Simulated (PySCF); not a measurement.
CH3BeBrO. Atoms are numbered in the order given.

```xyz
7

Be     0.0000     0.0000    -0.5634
Br     0.0000     0.0000     1.4016
O      0.0000     0.0000    -1.9506
C      0.0000     0.0000    -3.3362
H     -0.8940     0.5161    -3.7273
H      0.8940     0.5161    -3.7273
H      0.0000    -1.0323    -3.7273
```

The structure is a stationary point at ωB97X-D3(BJ)/def2-SVP. Other conformers were not sampled.

All values below come from M06-2X/def2-TZVPD run with PySCF.

```yaml
total_energy: -2704.19674 hartree
point_group: C3v
highest_occupied_level: -9.62 eV
lowest_empty_level: -0.22 eV
orbital_gap: 9.41 eV
dipole_moment: 2.39 D
quadrupole, principal values (traceless, Buckingham form, about the centre of nuclear charge): -1.61, -1.61, 3.23 D·Å
mean_static_polarisability: 52.9 bohr³ (7.83 Å³)
polarisability_principal_values: 44.3, 44.3, 70.0 bohr³
```
